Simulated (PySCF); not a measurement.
# Highest orbital energy against ionisation energy along the third row

Calculated with PySCF 2.14, no spin-orbit coupling. Each cell gives −ε(HOMO) / ΔSCF in eV; NIST values include spin-orbit coupling, (s) semi-empirical, (t) theoretical.

```json
{"species": "Mg⁺ (aug-cc-pVTZ with one added diffuse shell each of s, p, d, f type, non-relativistic)", "UHF": "14.736 / 14.723", "LDA": "11.991 / 15.350", "PBE": "11.905 / 15.340", "PBE0": "12.711 / 15.234", "r2SCAN": "12.053 / 15.019", "NIST (lowest levels)": "15.035"}
{"species": "Al⁺ (aug-cc-pV(T+d)Z with one added diffuse shell each of s, p, d, f type, non-relativistic)", "UHF": "17.749 / 17.521", "LDA": "14.882 / 18.883", "PBE": "14.776 / 18.752", "PBE0": "15.731 / 18.649", "r2SCAN": "14.928 / 18.369", "NIST (lowest levels)": "18.829"}
{"species": "Si⁺ (aug-cc-pV(T+d)Z with one added diffuse shell each of s, p, d, f type, non-relativistic)", "UHF": "16.204 / 15.829", "LDA": "12.074 / 16.355", "PBE": "12.194 / 16.396", "PBE0": "13.334 / 16.421", "r2SCAN": "12.558 / 16.516", "NIST (lowest levels)": "16.346"}
{"species": "P⁺ (aug-cc-pV(T+d)Z with one added diffuse shell each of s, p, d, f type, non-relativistic)", "UHF": "19.729 / 19.163", "LDA": "14.919 / 19.818", "PBE": "14.989 / 19.783", "PBE0": "16.334 / 19.820", "r2SCAN": "15.413 / 19.948", "NIST (lowest levels)": "19.769 (s)"}
{"species": "S⁺ (aug-cc-pV(T+d)Z with one added diffuse shell each of s, p, d, f type, non-relativistic)", "UHF": "23.463 / 22.721", "LDA": "17.890 / 23.399", "PBE": "17.929 / 23.321", "PBE0": "19.497 / 23.388", "r2SCAN": "18.468 / 23.522", "NIST (lowest levels)": "23.338"}
{"species": "Cl⁺ (aug-cc-pV(T+d)Z with one added diffuse shell each of s, p, d, f type, non-relativistic)", "UHF": "23.653 / 22.594", "LDA": "18.339 / 23.965", "PBE": "18.373 / 23.849", "PBE0": "19.954 / 23.844", "r2SCAN": "18.731 / 23.813", "NIST (lowest levels)": "23.814"}
{"species": "Ar⁺ (aug-cc-pV(T+d)Z with one added diffuse shell each of s, p, d, f type, non-relativistic)", "UHF": "27.632 / 26.373", "LDA": "21.595 / 27.818", "PBE": "21.554 / 27.599", "PBE0": "23.346 / 27.612", "r2SCAN": "21.999 / 27.674", "NIST (lowest levels)": "27.630"}
```

How far is −ε(HOMO) from ΔSCF on average for each method, and why?

UHF 0.61 eV; LDA -4.84 eV; PBE -4.76 eV; PBE0 -3.44 eV; r2SCAN -4.39 eV. Hartree-Fock orbital energies lack relaxation and so exceed the ΔSCF value; semilocal functionals have convex E(N) from self-interaction, so their HOMO lies far too high; exact exchange moves hybrids part of the way back.
